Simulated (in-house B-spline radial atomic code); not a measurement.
Computed with a B-spline radial atomic code. Model: two electrons, singlet ground state, non-relativistic, full CI in B-splines with partial waves to l = 8 (at full coupling up to 3e-4 hartree above the limit, correlation up to 0.6 % small), density held at that of full coupling by Lieb maximisation.

Along the adiabatic connection the electron repulsion is scaled by a coupling λ while a local potential keeps the density fixed. At λ = 0 the system is the Kohn-Sham one and W equals the exchange energy; the exchange-correlation energy is the area under W between 0 and 1. The kinetic energy rises with λ as the electrons avoid each other, with dT/dλ = −λ dW/dλ.

Command:
```bash
python run_ac.py task.json out
```
Settings (lengths in bohr, energies in hartree):
```
potential              coulomb
strength               2.54
lmax                   8
wall_radius            1
```

Run time, properties included: 3 s on 1 thread of Intel(R) Xeon(R) Processor @ 2.30GHz (shared host).

**W = mean repulsion less Hartree energy, and W of three functionals.**

Given: confinement point charge; nuclear charge 2.54; hard wall radius 1 bohr; external potential -Z/r.

Computed: LDA exchange minus exact 312.58 millihartree; PBE exchange minus exact 87.608 millihartree.

| coupling | W xc (hartree) | W xc minus exchange (millihartree) | kinetic minus Kohn-Sham (millihartree) | LDA (PW92) W minus its exchange (millihartree) | PBE W minus its exchange (millihartree) | SCAN W minus its exchange (millihartree) |
| --- | --- | --- | --- | --- | --- | --- |
| 0 | -2.1482 | 0 | 0 | 0 | 0 | 0 |
| 0.02 | -2.1501 | -1.903 | 0 | -13.82 | -2.54 | -1.91 |
| 0.05 | -2.153 | -4.741 | 0.1 | -29 | -6.36 | -4.74 |
| 0.12 | -2.1595 | -11.29 | 0.7 | -57.18 | -15.23 | -11.21 |
| 0.25 | -2.1714 | -23.186 | 2.9 | -98.3 | -31.38 | -22.85 |
| 0.4 | -2.1847 | -36.494 | 7.2 | -136.88 | -49.38 | -35.75 |
| 0.6 | ? | ? | ? | ? | ? | ? |
| 0.8 | -2.2182 | -69.937 | 27.2 | -217.2 | -93.96 | -67.94 |
| 1 | ? | ? | ? | ? | ? | ? |
| 1.4 | -2.2633 | -115.1 | 76.6 | -306.93 | -152.64 | -111.3 |
| 2 | -2.3033 | -155.1 | 144.3 | -377.04 | -203.46 | -149.89 |
| 3 | -2.3606 | -212.41 | 286.7 | -468.83 | -275.05 | -205.86 |
| 4.5 | -2.4298 | -281.54 | 543.8 | -571.97 | -360.66 | -274.96 |
| 7 | -2.5147 | -366.48 | 1025.9 | -693.47 | -466.6 | -362.76 |
| 10 | -2.586 | -437.77 | 1625.5 | -794.64 | -557.83 | -439.04 |

(1) What belongs in the row 0.6?

(2) What belongs in the row 1?

(3) What is the SCAN exchange minus exact?

**Energy parts, natural occupations and partial-wave weights.**

Computed: total energy -2.3108 hartree; exchange energy -2.1482 hartree; correlation energy -0.044357 hartree; initial slope twice GL2 -0.095366 hartree; kinetic part over minus potential part 0.48193; Kohn-Sham kinetic 11.85 hartree; Lieb Oxford ratio E_xc over LDA exchange 1.1945.

```csv
natural,occupation of the shell (electrons)
s,1.9961
p,0.0032691
s,?
d,0.00016024
p,4.5855e-05
f,2.1386e-05
```

(4) What belongs in the row s?

```json
{"wave": "s", "weight": "0.99824"}
{"wave": "p", "weight": "0.0016588"}
{"wave": "d", "weight": "?"}
{"wave": "f", "weight": "1.1851e-05"}
{"wave": "g", "weight": "2.7942e-06"}
```

(5) What belongs in the row d?

(6) What is the Hartree energy?

(7) What is the kinetic part of the DFT correlation energy?

Results:

(1) W xc (hartree): -2.2018; W xc minus exchange (millihartree): -53.575; kinetic minus Kohn-Sham (millihartree): 15.7; LDA (PW92) W minus its exchange (millihartree): -180.07; PBE W minus its exchange (millihartree): -72.27; SCAN W minus its exchange (millihartree): -52.22.

(2) W xc (hartree): -2.2338; W xc minus exchange (millihartree): -85.62; kinetic minus Kohn-Sham (millihartree): 41.3; LDA (PW92) W minus its exchange (millihartree): -250.1; PBE W minus its exchange (millihartree): -114.52; SCAN W minus its exchange (millihartree): -82.99.

(3) 7.194 millihartree.

(4) occupation of the shell (electrons): 0.00041504.

(5) weight: 8.4868e-05.

(6) 4.2965 hartree.

(7) 0.041263 hartree.

Half-way to full coupling W has made 53 % of its drop, against 50 % for a straight line, and second-order (GL2) theory, half the initial slope, overshoots the correlation energy by about 8 %: correlation is weak here. Over couplings 0 to 1 the errors in E_xc come to about +207 millihartree for LDA, +72 millihartree for PBE, +8.3 millihartree for SCAN, so SCAN is nearest. In LDA and PBE the errors of exchange and correlation have opposite signs, so the sum is smaller than the larger of the two.
